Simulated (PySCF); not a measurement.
## Radial density of Eu⁺ (europium, charge +1)

r2SCAN, [Xe] 4f6 6s1 6p1, one real determinant (an excited configuration). All numbers are calculated (PySCF 2.14, scalar relativity by spin-free X2C-1e, in ANO-RCC-VTZP (8s7p5d3f2g1h, 104 functions)).

| r (bohr) | 4πr²ρ (e/bohr) | 4πr²(ρα − ρβ) |
| --- | --- | --- |
| 0.0200 | 80.45 | 0.0060 |
| 0.0336 | 74.86 | 0.0130 |
| 0.0565 | 105.4 | 0.0267 |
| 0.0951 | 95.68 | 0.0272 |
| 0.160 | 91.29 | 0.3583 |
| 0.269 | 68.90 | 2.1312 |
| 0.452 | 43.94 | 6.2804 |
| 0.761 | 29.27 | 6.2296 |
| 1.28 | 10.71 | 2.4187 |
| 2.15 | 2.727 | 0.3622 |
| 3.62 | 0.6914 | 0.6375 |
| 6.09 | 0.1605 | 0.1605 |
| 10.2 | 0.002376 | 0.0024 |

Densities and radii are taken from the X2C orbitals without a picture-change correction, which distorts them close to the nucleus.

⟨L²⟩ = 14.28 against 20 for a pure G term, so this real determinant mixes terms. Spin-orbit coupling, absent here, splits the open shell strongly.
